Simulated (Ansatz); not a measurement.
`[CH3][GeH]([F])[SeH]` → `[F][GeH]` + `C[SeH]` at 500 K and 1 bar (germylene formation by 1,1-elimination).

Gas-phase electronic energies from Ansatz, PBE0-D4/def2-TZVP geometries. CBS: MP2 limit from def2 TZ/QZ plus the TZ coupled-cluster correction, frozen cores. For Ge, Se outer-core shells are correlated without core-valence functions, which leaves a few kJ/mol of doubt a bond. Scalar relativity is left out up to krypton. One conformer a species, not always the lowest.

```tsv
species	CCSD(T)/CBS energy (Eh)	H − E (kJ/mol)	S (J/(mol·K))
`[CH3][GeH]([F])[SeH]`	-4617.74462	190.7	422.8
`[F][GeH]`	-2176.50038	39.0	274.7
`C[SeH]`	-2441.15625	142.1	299.3
```

H − E and S are ideal-gas, rigid-rotor, harmonic terms from PBE0-D4/def2-TZVP, for one conformer and one mirror image of each species. 1 Eh = 2625.50 kJ/mol, R = 8.31446 J/(mol·K).

Task: By hand: ΔE, ΔH, ΔS and ΔG.

Result: ΔE = (-2176.50038) + (-2441.15625) − (-4617.74462) = 0.08799 Eh = 231.0 kJ/mol. Δ(H − E) = 39.0 + 142.1 − 190.7 = -9.6, so ΔH = 221.4 kJ/mol. ΔS = 274.7 + 299.3 − 422.8 = 151.2 J/(mol·K). ΔG = 221.4 − 500 × (151.2)/1000 = 145.8 kJ/mol.

Task: By hand: the equilibrium constant, and the temperature at which ΔG would vanish if ΔH and ΔS stayed fixed.

Result: log₁₀ K = −ΔG/(RT ln 10) = -15.2. ΔG = 0 at ΔH/ΔS = 1464 K.

The number of gas molecules changes by +1, which sets the sign of ΔS. A doubt of 5 kJ/mol in ΔE shifts log₁₀ K by 0.5 here. Other conformers and mirror images would add mixing entropy, several J/(mol·K) or more a flexible species. These are equilibria of isolated gas molecules and say nothing of rates. Largest T1 diagnostic: 0.014 (customary marks: 0.02 for closed shells, 0.045 for open ones).
